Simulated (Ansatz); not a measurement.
## Ligand exchange: C2H5BrSn + Zn(CH3)(NH2) → C2H7NSn + Zn(CH3)Br

Species: C2H5BrSn `C[CH2][Sn][Br]`, singlet; Zn(CH3)(NH2), singlet; C2H7NSn `C[CH2][Sn][NH2]`, singlet; Zn(CH3)Br, singlet. The partners trade Br for NH2: Sn–Br and Zn–NH2 bonds give way to Sn–NH2 and Zn–Br.

Shapes, held fixed at every level: PBE0-D4/def2-TZVP. Flexible molecules stand in one conformer, not always the lowest. Programs: Ansatz 0.2.0. Electronic energies: no zero-point or thermal term.

| level | kind | ΔE (kJ/mol) |
| --- | --- | --- |
| HF/def2-TZVPP | Hartree–Fock | -49.5 |
| SPW92/def2-TZVPP | LDA | -27.9 |
| PBE-D4/def2-TZVPP | GGA | -28.3 |
| r2SCAN-D4/def2-TZVPP | meta-GGA | -33.9 |
| B3LYP-D4/def2-TZVPP | global hybrid | -31.3 |
| BHLYP-D4/def2-TZVPP | global hybrid | -36.0 |
| PBE0-D4/def2-TZVPP | global hybrid | -32.9 |
| wB97X-V/def2-TZVPP | range-separated hybrid | -35.7 |

wB97X-V/def2-TZVPP gives ΔE = -35.7 kJ/mol; the levels span -49.5 to -27.9. The median of the levels is -33.4. No measured value is set beside it here. For atoms past krypton def2 sets carry core potentials with scalar relativity. Relativity is left out for Br, Zn unless named.
